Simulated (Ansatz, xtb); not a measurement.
## C4H5BrClF: which of two isomers lies lower

Structure a is `C/C(CBr)=C(/F)Cl`, a singlet and structure b is `C[C@H](F)/C(Br)=C\Cl`, a singlet. Both are isolated molecules in the gas phase, relaxed with PBE0-D3(BJ)/def2-SVP; the shapes shown needn't be the lowest conformers.

a (Å):

```yaml
atoms:
  - { symbol: C, position_ang: [-1.2354, -1.3350, 0.5417] }
  - { symbol: C, position_ang: [-0.8630, -1.2144, -0.8993] }
  - { symbol: C, position_ang: [-1.7478, -0.4110, -1.7856] }
  - { symbol: C, position_ang: [0.2129, -1.8024, -1.4398] }
  - { symbol: Br, position_ang: [-3.4673, -1.3093, -2.1067] }
  - { symbol: Cl, position_ang: [1.3614, -2.7568, -0.5970] }
  - { symbol: F, position_ang: [0.5132, -1.6948, -2.7239] }
  - { symbol: H, position_ang: [-2.2486, -1.7586, 0.6298] }
  - { symbol: H, position_ang: [-1.2534, -0.3421, 1.0202] }
  - { symbol: H, position_ang: [-0.5387, -1.9749, 1.0957] }
  - { symbol: H, position_ang: [-2.0166, 0.5469, -1.3217] }
  - { symbol: H, position_ang: [-1.3141, -0.2358, -2.7747] }
```

b (Å):

```yaml
atoms:
  - { symbol: C, position_ang: [-2.2800, 0.1165, 0.0862] }
  - { symbol: C, position_ang: [-1.6320, -1.2278, -0.1591] }
  - { symbol: C, position_ang: [-0.2144, -1.2921, 0.3393] }
  - { symbol: C, position_ang: [0.8884, -1.2261, -0.4121] }
  - { symbol: Br, position_ang: [-0.0149, -1.4244, 2.2091] }
  - { symbol: Cl, position_ang: [0.8500, -1.0770, -2.1298] }
  - { symbol: F, position_ang: [-2.3746, -2.2102, 0.4517] }
  - { symbol: H, position_ang: [-2.2733, 0.3559, 1.1593] }
  - { symbol: H, position_ang: [-1.7407, 0.9046, -0.4585] }
  - { symbol: H, position_ang: [-3.3217, 0.0917, -0.2639] }
  - { symbol: H, position_ang: [-1.6060, -1.4481, -1.2393] }
  - { symbol: H, position_ang: [1.8937, -1.2485, 0.0112] }
```

**Question.** Estimate which is lower in electronic energy at CCSD(T)/def2-SVP + ΔMP2/def2-TZVPP, and by roughly how much.

**Answer.** Too close to call at this level: CCSD(T)/def2-SVP + ΔMP2/def2-TZVPP gives E(b) − E(a) = +4.09 kJ/mol.

The same difference at several levels:

```csv
level,geometry,E(b) − E(a) (kJ/mol),departure from the last row (kJ/mol),"job, with rough time for the two"
GFN2-xTB,GFN2-xTB,+16.75,+12.65,"optimisation, 0.18 s"
HF/STO-3G,GFN2-xTB,+22.02,+17.93,"single point, 0.5 s"
r2SCAN-D4/def2-SVP,GFN2-xTB,+18.10,+14.00,"single point, 2.4 s"
PBE0-D3(BJ)/def2-SVP,PBE0-D3(BJ)/def2-SVP,+17.22,+13.13,"optimisation, 32 s"
HF/def2-SVP,PBE0-D3(BJ)/def2-SVP,+5.49,+1.40,part of the CCSD(T) run
MP2/def2-SVP,PBE0-D3(BJ)/def2-SVP,+11.26,+7.17,part of the CCSD(T) run
CCSD(T)/def2-SVP,PBE0-D3(BJ)/def2-SVP,+9.41,+5.32,single point
CCSD(T)/def2-SVP + ΔMP2/def2-TZVPP,PBE0-D3(BJ)/def2-SVP,+4.09,,"single point, 52 s"
```

As drawn, both hold the same kinds of bond in the same numbers.

The largest departure from CCSD(T)/def2-SVP + ΔMP2/def2-TZVPP is that of HF/STO-3G, 17.93 kJ/mol. The last row adds to CCSD(T) the change of the MP2 difference between the two basis sets, here −5.32 kJ/mol.

With thermal terms from frequencies at re-optimised GFN2-xTB minima (ideal gas, soft modes damped towards free rotors, one conformer each, 298.15 K, 1 atm): on the last row, ΔE + ΔZPE = +3.65, ΔH = +3.49, ΔG = +4.62 kJ/mol.

The correlated steps freeze 19 core orbitals; the filled d shell of Br is correlated, in a basis made for valence electrons. Mirror images aren't counted in ΔG. Codes used: Ansatz 0.2.0, xtb 6.7.1; the last row on 4 threads of Intel(R) Xeon(R) Platinum 8375C CPU @ 2.90GHz (Ice Lake) on a shared host.
